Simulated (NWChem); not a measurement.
# CdGeH₄; SMILES [CdH][GeH3]

All runs: NWChem. All runs use the structure optimised with PBE0/def2-SVP. def2 effective core potentials on Cd; no spin-orbit coupling. Level B3LYP/def2-SVP: energy and gradient on several grids; changes count from the extra-fine grid, which is no exact limit either.

```
grid     size of the energy change (μHa)  largest change of a gradient component (μHa/bohr)
-------  -------------------------------  -------------------------------------------------
xcoarse                              900                                              10000
coarse                                70                                                500
medium                              < 10                                                100
fine                                < 10                                               < 30
xfine                               < 10                                               < 30
```
